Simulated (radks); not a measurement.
Question: These are the eigenvalues of the occupied orbitals of an atom or ion with whole-number occupations (eV). All-electron calculation, scalar-relativistic Kohn-Sham, PBE, spin-polarised, spherical densities, point nucleus. Program: a radial shooting solver on a logarithmic mesh with Libxc functionals.

1s up: -27817.87
1s down: -27817.83
2s up: -5211.282
2s down: -5204.794
2p up: -4813.711
2p down: -4808.862
3s up: -1818.613
3s down: -1811.329
3p up: -1690.352
3p down: -1682.742
3d up: -1515.554

Which element is it, and in what charge state? The configuration may be excited. Open shells, if any, are filled with parallel spins first.

Answer: Z = 48, cadmium, charge +28: Cd28+ in [Ar] 3d2. The list shows which subshells hold electrons but not how many an open one holds; the 1s level, -1022.3 hartree, gives Z - s = 45.2 by -(Z - s)^2/2, which with screening and relativity narrows Z to a few neighbours, and the depths of the outer levels then fix element, charge and occupations together.
